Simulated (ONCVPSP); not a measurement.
Plane-wave convergence, ONCV potential for Rb (Z = 37)

- Element: rubidium
- Generator: ONCVPSP 4.0.1
- Type: optimised norm-conserving Vanderbilt (ONCV)
- Functional: LDA (Perdew-Zunger)
- Relativity: scalar-relativistic
- Frozen core: [Ar] 3d10
- Valence charge: 9
- Reference configuration: 4s2 4p6 5s0.5 5p0.5
- Partial waves: 4s+5s: rc 2.00 bohr, ncon 4, nbas 7, qcut 6.2 1/bohr, 2 projectors; 4p+5p: rc 2.90 bohr, ncon 5, nbas 9, qcut 4.1 1/bohr, 2 projectors; d scattering state at 0.05 Ha: rc 3.00 bohr, ncon 4, nbas 9, qcut 3.2 1/bohr, 2 projectors, debl 2.9 Ha
- Local potential: polynomial inside 1.40 bohr (lpopt 4, dvloc0 0 Ha)
- Core correction: polynomial model core, fcfact 0.35

**Question.** For each optimised wave give the share of its norm inside rc, the residual kinetic energy above qcut (Ha) and the cutoffs (Ha) for errors of 10, 1, 0.1 and 0.01 mHa per electron.

**Answer.**

```
         wave  norm inside rc  residual KE  10 mHa  1 mHa  0.1 mHa  0.01 mHa
           4s           0.861      1.2e-06     9.4   12.8     15.4      17.4
           5s           0.032      4.6e-07     4.6   10.3     13.7      16.3
           4p           0.942      2.5e-05     4.8    6.4      7.6      11.5
           5p           0.024      1.6e-06     2.4    4.5      6.2       7.4
d projector 1           0.523      1.3e-03     3.7    5.7     28.6      35.0
d projector 2           0.231      2.9e-01    14.4   40.8     46.9      63.4
```

The occupied waves need 13 Ha and 15 Ha for 1 and 0.1 mHa. The cutoffs count occupied waves only; projector 2 of the d channel, the hardest unoccupied one, needs 41 Ha at the loose tolerance.
